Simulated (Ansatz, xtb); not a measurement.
ClH2NSiZn: where a starting geometry ends

The starting geometry of this gas-phase singlet was built from a drawn formula by distance geometry; its bonds are those of `[H]/N=[Si](/Cl)[ZnH]`.

```xyz
6

Cl   -2.0031   -1.6591   -1.8682
N    -0.8061   -1.3398    1.0927
Si   -0.8360   -0.7027   -0.4354
Zn    0.6168    0.6093   -1.3302
H    -0.2986   -0.8627    1.7700
H     1.9133    1.3372   -1.2180
```

Predict what becomes of its bonds when it is optimised with r2SCAN-D4/def2-SVP.

It keeps its bonds, and is `[H]/N=[Si](/Cl)[ZnH]`.

The energy falls by 0.56 eV over 9 steps:

```csv
step,E − E(last) (eV)
1,0.564
2,0.130
3,0.051
4,0.023
5,0.022
6,0.003
7,0.000
8,0.000
9,0.000
```

Final geometry (Å):

```xyz
6

Cl   -1.9315   -1.5317   -1.8426
N    -1.0862   -1.4137    1.1512
Si   -0.7155   -0.8329   -0.3082
Zn    0.8932    0.6506   -1.1969
H    -0.5290   -1.1122    1.9526
H     1.9552    1.6220   -1.7453
```

From the same start GFN2-xTB ends elsewhere, differing in Cl1–Si3 (3.41 against 2.08 Å here), Cl1–Zn4 (2.16 against 3.63 Å here).

No frequencies were run, so the end isn't proven a minimum. Run with Ansatz 0.2.0, 23 s on 2 threads of Arm Neoverse V2, with other jobs on the host.
